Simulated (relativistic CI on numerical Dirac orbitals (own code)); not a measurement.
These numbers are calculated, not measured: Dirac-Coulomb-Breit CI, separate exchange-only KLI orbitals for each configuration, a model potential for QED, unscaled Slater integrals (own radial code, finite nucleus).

The strongest absorption lines from the ground level of an ion, among the configurations computed and to levels below about 34800 eV (vacuum wavelength in Å, gf): 0.3567 (0.01), 0.3611 (0.019), 0.3694 (0.038), 0.3699 (0.015), 0.3888 (0.1), 0.3900 (0.042), 0.4569 (0.52), 0.4626 (0.23).

Q: Which ion is it?
A. Sb L
B. Cs LIV
C. Tc XLII
D. Sb XLVIII

A: A. Sb L has 2 electrons and the ground level 1s2 1S_0; the strongest line goes to 1s 2p 1P°_1. The pattern of lines fixes the number of electrons, and along that sequence the line energies rise steadily with the charge (about as its square where n changes within one kind of shell, about linearly where n is kept but much faster in heavy ions where fine structure, which grows about as Z⁴, sets the gap, and irregularly where shells cross), which fixes Z. Configurations outside the model, such as inner-shell arrays, can give stronger lines. At this charge energies of transitions that change n are usually good to better than 1 %, and those within a shell (Δn = 0) to a few per cent.

LS names give the leading component of a level, which can be under half, so a name can repeat, a term be missing and a line seem to break the LS rules.
